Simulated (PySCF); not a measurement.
# One molecule, several mistakes: B2CH5N

Calculated results; nothing here was measured. They come from PySCF 2.14.0, an open-source quantum chemistry program, on an isolated molecule that a program drew, which may never have been made. The molecule is B2CH5N (charge 0, singlet), drawn as the SMILES string `B=CNB`.

Each row is a Hartree-Fock (HF) and frozen-core CCSD(T) single point in the cc-pVDZ basis, meant for a local HF minimum. Run 1 is clean. Each other run has one planted mistake out of seven kinds, and not every kind appears here: one electron removed, one electron added, multiplicity raised by two, geometry at a saddle point, minimal basis STO-3G, one bond length entered in bohr, all coordinates scaled. The reference is restricted for singlets and unrestricted otherwise, and also for a bond in bohr. Adding or removing an electron swaps singlet and doublet. Electrons count all cores. HOMO and LUMO are orbital energies over both spins, the gradient is its largest component, and the lowest frequency (negative if imaginary) is given only where the gradient is small. Bond lengths are over the 8 bonds as drawn. T1 is the CCSD diagnostic: over 0.02 (restricted) or 0.045 (unrestricted) a single reference is doubtful.

Geometry of the clean run:
```xyz
9
B2CH5N, angstrom
B    -2.0420   -1.5378   -0.1590
C    -0.7546   -1.2289    0.2707
N    -0.0170   -0.0323    0.2993
B     1.2849    0.1325    0.7654
H    -3.1125   -1.8826   -0.4976
H    -0.2143   -2.0895    0.6624
H    -0.5013    0.7653   -0.0573
H     1.7770    1.2265    0.7215
H     1.8827   -0.8147    1.1977
```

```
run  electrons  basis functions  <S^2>  HOMO (eV)  LUMO (eV)  gradient (hartree/bohr)  lowest frequency (cm^-1)  mean bond (Å)  longest bond (Å)      T1  HF (hartree)  CCSD(T) (hartree)                     mistake
  1         28               81  0.000      -7.99       1.96                  3.0e-05                       142         1.2318             1.406  0.0155    -144.55255         -145.07406                    no fault
  2         28               25  0.000      -6.05       6.67                  6.7e-02                         -         1.2318             1.406  0.0173    -142.72312         -142.97027        minimal basis STO-3G
  3         29               81  0.880      -0.28       8.11                  3.9e-02                         -         1.2318             1.406  0.0276    -144.51924         -145.06304          one electron added
  4         27               81  0.759     -16.29      -5.96                  9.5e-02                         -         1.2318             1.406  0.0195    -144.29863         -144.77823        one electron removed
  5         28               81  2.019      -7.02       1.00                  8.6e-02                         -         1.2318             1.406  0.0185    -144.51311         -145.00772  multiplicity raised by two
  6         28               81  0.624      -8.21       1.78                  2.2e-02                         -         1.3653             2.269  0.0629    -144.42991         -144.95418                           ?
```

**Which mistake was planted in run 6, and what did it cost?**

The mean bond changes by a factor of 1.108 and the longest by 1.614, so the molecule wasn't scaled as a whole. A length L in bohr read as angstrom grows by (1/0.5292 - 1) L = 0.890 L. The 8 bonds together grew by 8 x 0.1335 = 1.068 Å, which gives L = 1.200 Å. That is the length of one of the B-H bonds, 1.201 Å in the clean geometry. So the mistake is: one bond length entered in bohr. Subtracting run 1 and multiplying by 627.51 kcal/mol a hartree, the energy moved by 77.0 kcal/mol in HF and 75.2 kcal/mol in CCSD(T).

Cautions from the logs. Run 3: the added electron raises the CCSD(T) energy, so it isn't bound in this basis; run 6: T1 is over the limit, so its CCSD(T) energy is less reliable.
